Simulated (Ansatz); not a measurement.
Ag9⁺ (the lowest singlet isomer of a short search), 9 atoms. Hardware: 4 threads of Arm Neoverse N1 on a shared host.

In the def2 sets Ag takes a core potential; there is no spin–orbit coupling. Correlated methods freeze no core orbitals; core or outer-core shells of Ag are correlated, in sets that lack core-valence functions.

Question: How many basis functions does each of these Ansatz runs have, and roughly what does it cost? CAM-B3LYP-D4/def2-TZVP, charge 1 singlet, energy, from earlier orbitals; MP2/def2-SVP, charge 1 singlet, energy, from earlier orbitals; r2SCAN-D4/def2-SVP, charge 1 singlet, relaxation, 3 steps; r2SCAN-D4/def2-TZVP, charge 1 singlet, energy, from earlier orbitals; PBE0-D4/def2-TZVP, charge 1 singlet, energy and forces, from earlier orbitals; HF/STO-3G, charge 1 singlet, energy; RPA@PBE/def2-SVP, charge 1 singlet, energy, from earlier orbitals; PBE-D4/def2-SVP, charge 1 singlet, energy, from earlier orbitals; r2SCAN-D4/def2-SVP, charge 1 singlet, frequencies; PBE-D4/def2-TZVP, charge 1 singlet, energy, from earlier orbitals; BLYP-D4/def2-TZVP, charge 1 singlet, energy, from earlier orbitals; B3LYP-D4/def2-TZVP, charge 1 singlet, energy, from earlier orbitals.

Answer: Other jobs shared the machine, so times can vary by a factor of up to 3.

```
                                                                          run  functions  fitting or Cholesky vectors  wall time  peak host memory (GiB)
             PBE-D4/def2-SVP, charge 1 singlet, energy, from earlier orbitals        279                         2538       22 s                     0.7
            PBE-D4/def2-TZVP, charge 1 singlet, energy, from earlier orbitals        360                         3177       27 s                     1.2
           BLYP-D4/def2-TZVP, charge 1 singlet, energy, from earlier orbitals        360                         3177       36 s                     1.2
                MP2/def2-SVP, charge 1 singlet, energy, from earlier orbitals        279                         2952       52 s                     1.7
         r2SCAN-D4/def2-TZVP, charge 1 singlet, energy, from earlier orbitals        360                         3177       63 s                     1.3
          B3LYP-D4/def2-TZVP, charge 1 singlet, energy, from earlier orbitals        360                         3222       70 s                     2.8
      CAM-B3LYP-D4/def2-TZVP, charge 1 singlet, energy, from earlier orbitals        360                         3222       76 s                     3.1
            RPA@PBE/def2-SVP, charge 1 singlet, energy, from earlier orbitals        279                         2952       80 s                     1.8
PBE0-D4/def2-TZVP, charge 1 singlet, energy and forces, from earlier orbitals        360                         3510       86 s                     2.8
                    r2SCAN-D4/def2-SVP, charge 1 singlet, relaxation, 3 steps        279                         2538    1.8 min                    0.72
                                          HF/STO-3G, charge 1 singlet, energy        243                         2996      2 min                     2.9
                            r2SCAN-D4/def2-SVP, charge 1 singlet, frequencies        279                         2538     28 min                    0.87
```
